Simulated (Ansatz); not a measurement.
Process, species as SMILES: Br[SiH2]Br -> Br[SiH-]Br + H+
Geometries: B3LYP-D3(BJ)/def2-TZVP minima from Ansatz (a program for electronic structure).

Wanted: gas-phase deprotonation energy (electronic energy difference), in kcal/mol. Correlated levels leave the core frozen unless marked. Spin-orbit coupling is left out. The frozen core is the preceding noble-gas configuration, with the filled d and f shells of earlier blocks. Non-relativistic. Anions need diffuse functions: def2-D sets add few; the other sets have none. Basis-set limits of correlation are two-point, X^-3; Hartree-Fock from the larger set.

CCSD(T)/CBS(def2-TZVPPD,def2-QZVPPD) (Ansatz) gives 349.2 kcal/mol.

**Question.** Another calculation gave 346.1 kcal/mol. Which level was it?
A) BLYP/def2-TZVPD (Ansatz)
B) B3LYP/def2-TZVPD (Ansatz)
C) wB97X-V/def2-TZVPD (Ansatz)
D) SVWN5/def2-TZVPD (Ansatz)

**Answer.** B, B3LYP/def2-TZVPD (Ansatz). The others give 350.8 (wB97X-V), 342.7 (BLYP), 337.3 (SVWN5) kcal/mol.
